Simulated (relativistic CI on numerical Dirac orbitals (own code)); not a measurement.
Line list: Forbidden lines, Tc XXXVIII

Computed by Dirac-Coulomb-Breit CI, orbitals from a KLI potential per configuration, QED by a radiative potential, unscaled Slater integrals (own radial code, finite nucleus).

CI space (outside the closed core 1s2): 2s²2p², 2s2p³, 2p⁴, 2p³3s, 2p³3p, 2p³3d, 2s²2p3s, 2s²2p3p, 2s²2p3d, 2s2p²3s, 2s2p²3p, 2s2p²3d, 2s²2p4s, 2s²2p4p, 2s²2p4d, 2s²2p4f. Levels of other configurations are missing.

| λ vac (Å) | Lower | Upper | Type | A (s⁻¹) | E lower (Ry) | E upper (Ry) |
| --- | --- | --- | --- | --- | --- | --- |
| 3.7344 | 2s²2p² ³P2 [5] | 2s2p²3d ³F4 [170] | E2 | 2.43e+11 | 18.600 | 262.622 |
| 3.7405 | 2s2p³ ⁵S°2 [4] | 2p³3d ³F°4 [164] | E2 | 2.41e+11 | 18.122 | 261.746 |
| 3.7466 | 2s2p³ ⁵S°2 [4] | 2p³3d ³P°0 [162] | E2 | 2.40e+11 | 18.122 | 261.347 |
| 3.7500 | 2s2p³ ⁵S°2 [4] | 2p³3d ⁵D°3 [159] | E2 | 1.84e+11 | 18.122 | 261.124 |
| 3.7533 | 2s2p³ ⁵S°2 [4] | 2p³3d ³D°2 [158] | E2 | 1.27e+11 | 18.122 | 260.915 |
| 3.8113 | 2s2p³ ³D°1 [7] | 2p³3d ³D°2 [158] | E2 | 1.07e+11 | 21.816 | 260.915 |
| 3.8167 | 2s²2p² ¹D2 [3] | 2s2p²3d ³F4 [88] | E2 | 5.53e+10 | 9.444 | 248.200 |
| 3.9916 | 2s²2p² ³P1 [2] | 2s²2p3p ³D3 [40] | E2 | 2.93e+10 | 8.498 | 236.792 |
| 3.9976 | 2s2p³ ³D°2 [8] | 2s2p²3p ³F°4 [128] | E2 | 3.82e+10 | 26.392 | 254.344 |
| 3.9995 | 2s²2p² ³P0 [1] | 2s²2p3p ³D2 [26] | E2 | 4.23e+10 | 0.000 | 227.844 |
| 4.0082 | 2s²2p² ¹D2 [3] | 2s²2p3p ³D3 [40] | E2 | 2.42e+10 | 9.444 | 236.792 |
| 4.0168 | 2s2p³ ⁵S°2 [4] | 2s2p²3p ⁵D°4 [73] | E2 | 5.41e+10 | 18.122 | 244.983 |
| 4.0311 | 2s2p³ ³D°3 [9] | 2s2p²3p ³F°4 [128] | E2 | 3.02e+10 | 28.286 | 254.344 |
| 4.1725 | 2s²2p² ¹D2 [3] | 2s²2p3p ³D2 [26] | E2 | 3.21e+10 | 9.444 | 227.844 |
| 4.1764 | 2s²2p² ³P2 [5] | 2s²2p3p ³D3 [40] | E2 | 3.11e+10 | 18.600 | 236.792 |
| 4.2053 | 2s2p³ ³D°3 [9] | 2s2p²3p ⁵D°4 [73] | E2 | 2.02e+10 | 28.286 | 244.983 |
| 4.2129 | 2s²2p² ³P2 [5] | 2s²2p3p ³D2 [38] | E2 | 6.48e+10 | 18.600 | 234.902 |
| 4.2170 | 2s²2p² ³P2 [5] | 2s²2p3p ³P1 [37] | E2 | 5.44e+10 | 18.600 | 234.693 |
| 4.2202 | 2s²2p² ³P1 [2] | 2s²2p3p ³D1 [23] | E2 | 4.68e+10 | 8.498 | 224.429 |
| 4.2388 | 2s²2p² ¹D2 [3] | 2s²2p3p ³D1 [23] | E2 | 4.91e+10 | 9.444 | 224.429 |

Terms are leading LS components. Brackets give the number of a level in order of energy, since labels repeat. The list gives strong lines, with weight on those to low levels, among the lowest 200 of 274 levels, so that lines to higher ones, which can be the strongest, are missing. Levels whose partners in the same complex of configurations lie outside the list can be far off, and so can their lines. Rates are taken at the computed energies, electric ones in the length gauge.

At this charge energies of transitions that change n are usually good to better than 1 %, and those within a shell (Δn = 0) to a few per cent.

LS names give the leading component of a level, which can be under half, so a name can repeat, a term be missing and a line seem to break the LS rules.
